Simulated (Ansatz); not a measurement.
Reaction (atomization): `[O][Si](O)(Cl)Cl`• → 2 Cl• + H• + 2 O• + Si•

Calculated with Ansatz (gas phase, PBE0-D4/def2-TZVP geometries, no zero-point term in ΔE). CCSD(T)/CBS is the MP2 limit (def2-TZVPP, def2-QZVPP) plus CCSD(T) − MP2 in def2-TZVPP, frozen cores. This one scheme is used for every species, atoms too. DFT in def2-TZVPP. HSE06 is defined as in plane-wave codes. Open shells (•) are unrestricted, without spin–orbit coupling. Spin–orbit coupling would lower the free atoms: a little for Cl, O, Si. One conformer a species, not always the lowest.

```tsv
level	ΔE (eV)
LDA (SPW92)	26.23
PBE0-D4	22.22
r2SCAN0-D4	22.00
PBE0	22.05
r2SCANh	22.35
HSE06	22.08
LC-ωPBE	22.11
HF/CBS(def2)	15.71
```

Task: What does CCSD(T)/CBS give? (Estimate.)

Result: Ansatz gave: +22.39 eV. The listed levels differ from it by 3.84, -0.17, -0.39, -0.34, -0.04, -0.31, -0.28, -6.68 eV.

Task: What do rigid-rotor, harmonic-oscillator terms from PBE0-D4/def2-TZVP frequencies (298.15 K, 1 bar) make of the CCSD(T)/CBS value? (An estimate is asked.)

Result: Ansatz gave: ΔZPE = -0.57 eV, ΔH = +22.00 eV, ΔS = 597 J/(mol·K), ΔG = +20.16 eV. Open shells count their whole term as degenerate.

Largest T1 diagnostic among the species: 0.014.

From r2SCAN to r2SCAN0 (25 % exact exchange), in def2-TZVPP and without D4, ΔE moves by −0.69 eV: exact exchange takes away binding that semilocal exchange gives to molecules. At CCSD(T), def2-SVP lies −2.57 eV from the extrapolated value and def2-TZVPP −0.90 eV: correlation converges slowly with the basis, and small sets miss more of it in the bonded molecule than in its fragments. The D4 term adds +0.33 eV with B3LYP and +0.17 eV with PBE0; it sums over pairs of atoms, weighted by their polarisabilities, and B3LYP, whose exchange is more repulsive, gets the larger term.

B3LYP here is the variant with VWN-RPA as its local correlation; programs differ in this.

For atomizations the MP2-based limit and the directly extrapolated one differ by several kJ/mol either way, and by 10 to 25 for some Ge, Se and Sn compounds, so smaller differences from it don't rank the levels.
